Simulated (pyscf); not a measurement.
Optimised with ωB97X-D3(BJ)/def2-SVP in PySCF.

Task: How much does it cost (ΔH, 298 K, ωB97M-D3(BJ)/def2-TZVP) to split `[BH2][Si]([SiH3])([SiH3])[Cl]` at its B–Si bond into BH₂• + H₃Si–Si•(SiH₃)–Cl?

Result: B–Si to BH₂• + H₃Si–Si•(SiH₃)–Cl: 3.66 eV. The 7 functionals that were run give +3.40 (r²SCAN) to +3.69 eV (ωB97X-D3(BJ)). The radicals are drawn with the spin at the cut bond; how far it spreads was not checked. Other isomers of H₃Si–Si•(SiH₃)–Cl were not searched in full and may lie lower.
